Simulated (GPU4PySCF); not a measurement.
DNBDT (C26H14S2), SMILES c1ccc2cc3c(cc2c1)sc1cc2c(cc13)sc1cc3ccccc3cc12.

The structure is a stationary point at ωB97X-D3(BJ)/def2-SVP.

Calculation: TDA-PBE0/def2-SVPD in GPU4PySCF.

Vertical excitations. 

Question: List the lowest excited states. (Estimate from the structure and the level; the computed values follow.)

Answer: 
| state | energy (eV) | λ (nm) | f | main pairs |
|---|---|---|---|---|
| S1 | 3.10 | 399 | 0.059 | HOMO→LUMO 90 % |
| S2 | 3.61 | 344 | 0.000 | HOMO−1→LUMO 88 % |
| S3 | 3.71 | 334 | 0.716 | HOMO−2→LUMO 79 % |
| S4 | 3.83 | 324 | 0.000 | HOMO→LUMO+1 95 % |
| S5 | 4.23 | 293 | 0.815 | HOMO→LUMO+2 53 %, HOMO−3→LUMO 26 %, HOMO−2→LUMO 11 % |
| S6 | 4.23 | 293 | 0.000 | HOMO−2→LUMO+1 43 %, HOMO→LUMO+4 23 %, HOMO−4→LUMO 11 %, HOMO−1→LUMO+2 9 % |
| S7 | 4.33 | 286 | 0.635 | HOMO→LUMO+3 30 %, HOMO→LUMO+2 19 %, HOMO−3→LUMO 13 %, HOMO−1→LUMO+1 10 % |
| S8 | 4.44 | 279 | 0.004 | HOMO−1→LUMO+1 62 %, HOMO−3→LUMO 27 % |
| T1 | 2.38 | 520 | 0 | HOMO→LUMO 73 %, HOMO−1→LUMO+1 12 % |
| T2 | 2.65 | 468 | 0 | HOMO−1→LUMO 48 %, HOMO→LUMO+1 34 % |
| T3 | 2.90 | 427 | 0 | HOMO−2→LUMO 72 %, HOMO→LUMO 14 % |
| T4 | 3.28 | 379 | 0 | HOMO−1→LUMO+1 32 %, HOMO→LUMO+2 28 %, HOMO−3→LUMO 16 %, HOMO→LUMO 6 % |
Triplets are in the Tamm–Dancoff approximation.
